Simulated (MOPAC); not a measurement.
Input file for MOPAC: PM3 on FGeH3O (SMILES [OH][GeH2][F]), a point of a torsion scan.

```
PM3 1SCF PRECISE CHARGE=0 THREADS=1
FGeH3O

O      1.21569947 1    -0.07403532 1    -0.48156765 1
Ge    -0.38990560 1    -0.05232978 1     0.13441362 1
F     -1.26935040 1    -0.48936297 1    -1.27466567 1
H      1.95768033 1     0.13346582 1     0.07995845 1
H     -0.86038971 1     1.32924366 1     0.47281339 1
H     -0.64912124 1    -1.15766807 1     1.11216371 1
```

Program output:

```
*******************************************************************************
 **                                                                           **
 **                              MOPAC v23.2.5                                **
 **                                                                           **
 *******************************************************************************
 ** MOPAC's Digital Object Identifier: https://doi.org/10.5281/zenodo.6511958 **
 **                                                                           **
 ** Please cite the open-source release paper for use of this MOPAC version:  **
 ** J. E. Moussa and J. J. P. Stewart (2026)                                  **
 ** MOPAC: An open-source semiempirical molecular orbital program             **
 ** J. Open Source Softw., 11(119), 8025, https://doi.org/10.21105/joss.08025 **
 *******************************************************************************

                              PM3 CALCULATION RESULTS

 *******************************************************************************
 *  PM3        - The PM3 Hamiltonian to be used
 *
 *
 *
 *                 CHARGE ON SYSTEM = 0
 *
 *
 *
 *  PRECISE    - TIGHTER CRITERIA TO BE USED
 *  1SCF       - DO 1 SCF AND THEN STOP
 *  THREADS=1  - MULTI-THREADING NOT USED
 *  T=         - A TIME OF 172800.0 SECONDS REQUESTED
 *  DUMP=N     - RESTART FILE WRITTEN EVERY 7200.0 SECONDS REQUESTED
 *******************************************************************************
PM3 1SCF PRECISE CHARGE=0 THREADS=1
 FGeH3O

   ATOM   CHEMICAL          X               Y               Z
  NUMBER   SYMBOL      (ANGSTROMS)     (ANGSTROMS)     (ANGSTROMS)

     1       O          1.21569947  *  -0.07403532  *  -0.48156765  *
     2      Ge         -0.38990560  *  -0.05232978  *   0.13441362  *
     3       F         -1.26935040  *  -0.48936297  *  -1.27466567  *
     4       H          1.95768033  *   0.13346582  *   0.07995845  *
     5       H         -0.86038971  *   1.32924366  *   0.47281339  *
     6       H         -0.64912124  *  -1.15766807  *   1.11216371  *



          CARTESIAN COORDINATES

    NO.       ATOM           X           Y           Z

     1         O          1.2157     -0.0740     -0.4816
     2        Ge         -0.3899     -0.0523      0.1344
     3         F         -1.2694     -0.4894     -1.2747
     4         H          1.9577      0.1335      0.0800
     5         H         -0.8604      1.3292      0.4728
     6         H         -0.6491     -1.1577      1.1122

  H: (PM3): J. J. P. STEWART, J. COMP. CHEM. 10, 209 (1989).
  O: (PM3): J. J. P. STEWART, J. COMP. CHEM. 10, 209 (1989).
  F: (PM3): J. J. P. STEWART, J. COMP. CHEM. 10, 209 (1989).
 Ge: (PM3): J. J. P. STEWART, J. COMP. CHEM. 12, 320-341 (1991).

           Empirical Formula: H3 O Ge F  =     6 atoms



      MOLECULAR POINT GROUP   :   Cs


      RHF CALCULATION, NO. OF DOUBLY OCCUPIED LEVELS = 10


 -------------------------------------------------------------------------------
 PM3 1SCF PRECISE CHARGE=0 THREADS=1
 FGeH3O



     1SCF WAS SPECIFIED, SO BFGS WAS NOT USED
     SCF FIELD WAS ACHIEVED


                              PM3 CALCULATION
                                                       MOPAC v23.2.5 Linux




          FINAL HEAT OF FORMATION =       -105.69140 KCAL/MOL =    -442.21281 KJ/MOL


          COSMO AREA              =         93.24 SQUARE ANGSTROMS
          COSMO VOLUME            =         79.01 CUBIC ANGSTROMS

          IONIZATION POTENTIAL    =         10.791767 EV
          HOMO LUMO ENERGIES (EV) =        -10.792  0.276
          NO. OF FILLED LEVELS    =         10
          MOLECULAR WEIGHT        =        110.6115         POINT GROUP:  Cs

          MOLECULAR DIMENSIONS (Angstroms)

            Atom       Atom       Distance
            H     4    F     3     3.55481
            H     6    H     5     2.57646
            H     5    O     1     1.97615


          SCF CALCULATIONS        =          1





   ATOM   CHEMICAL          X               Y               Z
  NUMBER   SYMBOL      (ANGSTROMS)     (ANGSTROMS)     (ANGSTROMS)

     1       O          1.21569947  *  -0.07403532  *  -0.48156765  *
     2      Ge         -0.38990560  *  -0.05232978  *   0.13441362  *
     3       F         -1.26935040  *  -0.48936297  *  -1.27466567  *
     4       H          1.95768033  *   0.13346582  *   0.07995845  *
     5       H         -0.86038971  *   1.32924366  *   0.47281339  *
     6       H         -0.64912124  *  -1.15766807  *   1.11216371  *

                             CARTESIAN COORDINATES

   1    O        1.215699470    -0.074035320    -0.481567650
   2   Ge       -0.389905600    -0.052329780     0.134413620
   3    F       -1.269350400    -0.489362970    -1.274665670
   4    H        1.957680330     0.133465820     0.079958450
   5    H       -0.860389710     1.329243660     0.472813390
   6    H       -0.649121240    -1.157668070     1.112163710


           Empirical Formula: H3 O Ge F  =     6 atoms



      MOLECULAR POINT GROUP   :   Cs


                  EIGENVALUES
 -35.80799 -20.68288 -17.25158 -16.81357 -16.36912 -15.13337 -14.57621 -13.37877
 -11.94722 -10.79177   0.27568   0.38449   0.61325   2.27398   5.17181


              NET ATOMIC CHARGES AND DIPOLE CONTRIBUTIONS

  ATOM NO.   TYPE          CHARGE      No. of ELECS.   s-Pop       p-Pop
    1          O          -0.492439        6.4924     1.75848     4.73396
    2         Ge           0.705374        3.2946     0.80680     2.48783
    3          F          -0.271781        7.2718     1.62117     5.65061
    4          H           0.214743        0.7853     0.78526
    5          H          -0.077963        1.0780     1.07796
    6          H          -0.077934        1.0779     1.07793
 DIPOLE           X         Y         Z       TOTAL
 POINT-CHG.     0.045     0.710     2.748     2.838
 HYBRID         0.575     0.141     0.359     0.692
 SUM            0.620     0.851     3.106     3.280


          ATOMIC ORBITAL ELECTRON POPULATIONS

     Atom    s        px        py        pz
    1  O   1.75848   1.24675   1.92334   1.56386
    2 Ge   0.80680   0.69629   0.98538   0.80616
    3  F   1.62117   1.89414   1.96267   1.79379
    4  H   0.78526
    5  H   1.07796
    6  H   1.07793

 **********************
 *                    *
 * JOB ENDED NORMALLY *
 *                    *
 **********************




 == MOPAC DONE ==
```

The run finished.

Cost: roughly 0.020 core-seconds.
